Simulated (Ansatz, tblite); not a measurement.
Cost and result up the ladder for the cluster Pb2O2 (the lowest singlet isomer of a short search) (4 atoms). Charge 0, multiplicity 1. Geometry: PBE0-D4/def2-SVP.

Cartesian coordinates in Å:
```
Pb -0.547 -1.339 -0.699
Pb 0.547 1.339 0.699
O -1.186 0.113 0.712
O 1.186 -0.113 -0.712
```

Ansatz on 4 threads of Arm Neoverse V1 on a shared host; xTB runs through tblite on one thread. Times are rough, summed over both states, and most runs start from the orbitals of an earlier one. PBE0-D4/def2-TZVP serves as the yardstick here, not as an exact answer. The other state is a triplet at its own geometry.

In the def2 sets Pb takes a core potential; there is no spin–orbit coupling. The xTB rows come from tblite. LC-ωPBE has ω = 0.4 bohr⁻¹. Correlated methods freeze 10 core orbitals; core or outer-core shells of Pb are correlated, in sets that lack core-valence functions. The structure comes from a short search, and lower isomers may exist.

xTB has no spin-polarisation term.

| level | functions | wall time | triplet − singlet (eV) | difference from PBE0-D4/def2-TZVP (eV) | remarks |
| --- | --- | --- | --- | --- | --- |
| GFN1-xTB | 16 | 0.004 s | 3.46 | 1.11 | – |
| GFN2-xTB | 16 | 0.004 s | 2.31 | -0.04 | – |
| PBE-D4/def2-TZVP | 162 | 4.4 s | 2.22 | -0.13 | – |
| PBE0-D4/def2-TZVP | 162 | 7.7 s | 2.35 | 0.00 | – |
| MP2/def2-TZVP | 162 | 8.9 s | 3.71 | 1.36 | – |
| r2SCAN-D4/def2-TZVP | 162 | 10 s | 2.19 | -0.16 | – |
| LC-ωPBE/def2-TZVP (with forces) | 162 | 14 s | 2.82 | 0.48 | – |
| CCSD(T)/def2-TZVPP | 162 | 7.1 min | 2.70 | 0.36 | large T1 (singlet), large T1 (triplet) |
